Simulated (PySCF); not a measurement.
boron monoxide dimer (B2O2), singlet, geometry from GFN2-xTB. Base run: PBE/6-31+G*, polarisability (PySCF).

Here is a job for PySCF.
```python
from pyscf import gto, scf, dft
from pyscf.prop import polarizability

mol = gto.Mole()
mol.atom = '''
    O    -0.00000000   -0.00000000   -1.99736789
    B    -0.00000000   -0.00000000   -0.80940330
    B     0.00000000    0.00000000    0.80940330
    O     0.00000000    0.00000000    1.99736789
'''
mol.basis = '6-31+g*'
mol.verbose = 4
mol.build()

mf = dft.RKS(mol)
mf.xc = 'pbe'
mf.kernel()
alpha = mf.Polarizability().polarizability()[2, 2]
print('alpha_zz =', alpha)
```

The base run was repeated with changes; each row names its change, and settings that it needs were set with it.

```json
[
 {"change": "base", "alpha_zz (bohr³)": "46.62", "basis functions": "72", "core-seconds (rough)": "7", "outcome": "converged"},
 {"change": "basis = def2-SVPD", "alpha_zz (bohr³)": "46.40", "basis functions": "86", "core-seconds (rough)": "8", "outcome": "converged"},
 {"change": "finite field (a.u.) = 0.02; conv_tol = 1e-11", "alpha_zz (bohr³)": "46.85", "basis functions": "72", "core-seconds (rough)": "8", "outcome": "converged"},
 {"change": "finite field (a.u.) = 0.05; conv_tol = 1e-11", "alpha_zz (bohr³)": "-", "basis functions": "72", "core-seconds (rough)": "-", "outcome": "not converged"},
 {"change": "finite field (a.u.) = 2e-4; conv_tol = 1e-6", "alpha_zz (bohr³)": "46.91", "basis functions": "72", "core-seconds (rough)": "5", "outcome": "converged"},
 {"change": "finite field (a.u.) = 0.005; conv_tol = 1e-11", "alpha_zz (bohr³)": "46.63", "basis functions": "72", "core-seconds (rough)": "8", "outcome": "converged"},
 {"change": "finite field (a.u.) = 0.001; conv_tol = 1e-11", "alpha_zz (bohr³)": "46.62", "basis functions": "72", "core-seconds (rough)": "8", "outcome": "converged"},
 {"change": "functional = lda,vwn", "alpha_zz (bohr³)": "46.42", "basis functions": "72", "core-seconds (rough)": "4", "outcome": "converged"},
 {"change": "finite field (a.u.) = 0.001; conv_tol = 1e-6", "alpha_zz (bohr³)": "46.63", "basis functions": "72", "core-seconds (rough)": "6", "outcome": "converged"},
 {"change": "finite field (a.u.) = 2e-4; conv_tol = 1e-11", "alpha_zz (bohr³)": "46.62", "basis functions": "72", "core-seconds (rough)": "6", "outcome": "converged"},
 {"change": "basis = cc-pVTZ", "alpha_zz (bohr³)": "…", "basis functions": "…", "core-seconds (rough)": "10", "outcome": "converged"},
 {"change": "functional = pbe0", "alpha_zz (bohr³)": "43.40", "basis functions": "72", "core-seconds (rough)": "7", "outcome": "converged"}
]
```

Task: Fill in the missing entries.

Result: 
- basis = cc-pVTZ, alpha_zz (bohr³): 43.76
- basis = cc-pVTZ, basis functions: 120

Finite-field rows take the second difference of the energy in a field along z; a small field with loose convergence shows SCF noise divided by the square of the field, and a large one adds hyperpolarisability.
